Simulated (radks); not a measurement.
Spherical quantum dot in the effective-mass picture: electrons in a hard-walled sphere of radius 9.38, all in effective atomic units (hartree* = m*/eps^2 hartree, bohr* = eps/m* bohr), one dielectric constant everywhere. Method: non-relativistic Kohn-Sham, LDA (Slater exchange, Perdew-Wang correlation), spin-polarised, spherical densities; computed with a radial shooting solver with Libxc functionals. Levels are named by radial order and angular momentum (1s, 1p, 1d, 2s, ...), and open shells are averaged over m. Results are scaled to m* = 0.087 and eps = 10.8, for which hartree* = 20.3 meV and bohr* = 6.569 nm.

N = 11, configuration 1s2 1p6 1d(up 3, down 0). This is the lowest configuration that the search found. Occupied and some empty levels:

level,occupation,eigenvalue (meV),<r> (nm)
1s up,1,29.096,43.36
1s down,1,29.435,43.15
1p up,3,29.627,44.27
1p down,3,29.975,44.15
1d up,3,30.603,45.25
1d down,0,30.958,45.19
1f up,0,31.973,46.16
1f down,0,32.332,46.14
2s up,0,34.144,28.38
2s down,0,34.283,28.17
2p up,0,35.883,32.85
2p down,0,36.067,32.69

Energy (meV): total 171.461, kinetic 37.993, external 0, Hartree 168.11, exchange-correlation -34.640.
